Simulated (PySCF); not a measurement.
Simulated absorption spectrum

Compound: C₄H₁₂Si₂.
SMILES: `C[C@@H]1CC[SiH2][SiH2]1`

Method: TDDFT PBE0/def2-SVPD, vertical, gas phase, core orbitals frozen in the response (PySCF 2.14.0, density-fitted response routines). The structure is a single GFN2-xTB conformer in the gas phase; no vibrational or solvent corrections.

Computed states:

```csv
state,E (eV),f
S1,6.25,0.0087
S2,6.55,0.077
S3,7.03,0.123
S4,7.24,0.043
S5,7.27,0.031
S6,7.48,0.056
```

Each state is given a Gaussian of 0.3 eV full width at half maximum, with ε(max) = 2.175×10⁸ f / Δν̃ (Δν̃ the width in cm⁻¹). The width is an assumption, not a result. The curve ends short of the highest state used, and states not computed would add to its high-energy end.

Question: Give the broadened spectrum and its maxima.

Answer: 
```tsv
E (eV)	ε (L mol⁻¹ cm⁻¹)
5.80	1
5.83	3
5.85	5
5.88	11
5.90	17
5.93	32
5.95	47
5.98	80
6.00	111
6.03	173
6.05	226
6.08	323
6.10	398
6.13	526
6.15	619
6.18	771
6.20	882
6.23	1071
6.25	1221
6.28	1505
6.31	1890
6.33	2219
6.36	2835
6.38	3325
6.41	4155
6.43	4741
6.46	5596
6.48	6100
6.51	6669
6.53	6883
6.56	6912
6.58	6733
6.61	6204
6.63	5718
6.66	4885
6.68	4324
6.71	3587
6.73	3223
6.76	2950
6.78	2986
6.81	3398
6.83	3912
6.86	5013
6.88	5927
```

Maxima: 189 nm (6.55 eV), ε about 6900, made up of S2 (99%) (ε in L mol⁻¹ cm⁻¹; maxima over ε = 5, shares over 10%). At its high-energy end, 6.88 eV, the curve is still rising (ε about 5900, from S3).

Question: Coming from long wavelengths, where does ε first pass 100 L mol⁻¹ cm⁻¹?

Answer: At about 207 nm (5.99 eV), 0.26 eV below S1.

Question: On this curve, what absorbance would a 10⁻⁵ mol/L sample give at 193 nm over a 1 cm path?

Answer: 193 nm is 6.424 eV, where ε is about 4600 L mol⁻¹ cm⁻¹, so A = ε c l ≈ 0.046 (Beer–Lambert, with the gas-phase spectrum and the assumed width).

Question: What would ε be at 6.55 eV, the highest of these maxima, with half the width (0.15 eV)?

Answer: About 13800 L mol⁻¹ cm⁻¹ against 6940, a factor of about 1.98; a lone state at its own centre would give exactly 2.

Time: 31 s wall (grids of density and orbitals included). Hardware: x86-64 server, one thread, no GPU, shared host.
